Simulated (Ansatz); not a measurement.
Ti6O22H20⁻. Total charge -1; doublet. Geometry PBE-D4/def2-SVP; atoms count from 1.

```xyz
48

Ti    0.518    1.889   -1.783
Ti    0.223   -1.549    1.911
Ti    0.435    2.028    1.662
Ti    2.596   -0.351    0.026
Ti   -2.779    0.492    0.789
Ti   -0.429   -1.323   -1.564
O     4.320   -0.076    0.607
O     2.208   -1.512    1.595
O     2.911   -1.405   -1.355
O     2.460    1.359   -1.145
O     0.504   -2.169    3.638
O     0.616    3.545    2.662
O     0.317    0.406    2.760
O     0.266    2.508   -0.062
O     2.275    1.431    1.390
O    -0.309   -3.113    1.268
O     0.492   -0.657   -0.017
O    -1.185   -3.096   -1.086
O     0.906   -2.495   -2.345
O     0.716    0.101   -2.666
O     1.051    3.242   -2.893
O    -1.679   -0.801   -3.000
O    -1.745   -0.904    1.938
O    -1.659    1.810    1.825
O    -4.424    0.199    1.519
O    -2.390   -0.814   -0.596
O    -1.319    1.712   -2.210
O    -3.084    1.747   -0.423
H     4.267    0.555    1.355
H     2.764   -1.458    2.391
H     2.168   -2.007   -1.798
H     3.093    1.271   -1.883
H     0.423   -3.142    3.627
H     0.850    3.394    3.598
H    -0.574    0.410    3.171
H     2.584    2.008    0.651
H    -0.657   -3.241    0.290
H    -2.106   -2.864   -0.847
H     0.637   -3.400   -2.087
H     1.636   -0.233   -2.596
H     0.343    3.582   -3.470
H    -1.143   -0.759   -3.816
H    -2.216   -1.748    1.793
H    -1.954    2.657    1.431
H    -5.168    0.655    1.083
H    -2.813   -0.606   -1.459
H    -1.557    0.846   -2.674
H    -2.389    1.875   -1.207
```

Single mean-field runs in def2-SVP are fitted with def2-universal-jkfit.

Problem. Estimate the Mulliken populations of the heavy atoms from the PBE0/def2-SVP orbitals of Ansatz.

Solution. 
```tsv
atom	charge (e)	spin (α − β)	d electrons
Ti1	1.03	0.34	2.07
Ti2	0.96	0.02	2.03
Ti3	1.02	0.16	2.07
Ti4	0.97	0.00	2.04
Ti5	1.01	0.03	2.05
Ti6	0.80	0.63	2.13
O7	-0.44	0.00	–
O8	-0.47	0.00	–
O9	-0.49	0.00	–
O10	-0.52	0.00	–
O11	-0.45	0.00	–
O12	-0.47	-0.01	–
O13	-0.48	0.00	–
O14	-0.62	-0.05	–
O15	-0.50	0.00	–
O16	-0.49	0.00	–
O17	-0.73	-0.01	–
O18	-0.51	-0.01	–
O19	-0.49	-0.01	–
O20	-0.49	-0.03	–
O21	-0.48	-0.01	–
O22	-0.52	-0.02	–
O23	-0.51	0.00	–
O24	-0.51	0.00	–
O25	-0.47	0.00	–
O26	-0.50	-0.01	–
O27	-0.54	-0.01	–
O28	-0.50	0.00	–
```
Mulliken values depend strongly on the basis.

Problem. Where does the spin sit?

Solution. Summed by element: Ti 1.18, O -0.20, H 0.02, of 1 unpaired in all. Largest on single atoms: Ti6 0.63, Ti1 0.34, Ti3 0.16.

Problem. And the Mayer bond orders between heavy atoms (over 0.3)?

Solution. Ti1–O10 0.48 (2.11 Å); Ti1–O14 0.89 (1.85 Å); Ti1–O20 0.72 (2.00 Å); Ti1–O21 1.12 (1.83 Å); Ti1–O27 0.93 (1.89 Å); Ti2–O8 0.59 (2.01 Å); Ti2–O11 1.16 (1.86 Å); Ti2–O13 0.47 (2.13 Å); Ti2–O16 1.37 (1.77 Å); Ti2–O17 0.52 (2.14 Å); Ti2–O23 0.60 (2.07 Å); Ti3–O12 1.15 (1.83 Å); Ti3–O13 0.75 (1.96 Å); Ti3–O14 1.17 (1.80 Å); Ti3–O15 0.80 (1.95 Å); Ti3–O24 0.53 (2.11 Å); Ti4–O7 1.18 (1.84 Å); Ti4–O8 0.62 (1.99 Å); Ti4–O9 1.34 (1.77 Å); Ti4–O10 0.59 (2.08 Å); Ti4–O15 0.38 (2.27 Å); Ti4–O17 0.55 (2.13 Å); Ti5–O23 0.57 (2.08 Å); Ti5–O24 0.65 (2.02 Å); Ti5–O25 1.15 (1.82 Å); Ti5–O26 0.82 (1.94 Å); Ti5–O28 1.39 (1.77 Å); Ti6–O17 0.81 (1.92 Å); Ti6–O18 0.79 (1.99 Å); Ti6–O19 0.86 (1.94 Å); Ti6–O20 0.47 (2.13 Å); Ti6–O22 0.82 (1.97 Å); Ti6–O26 0.36 (2.25 Å).
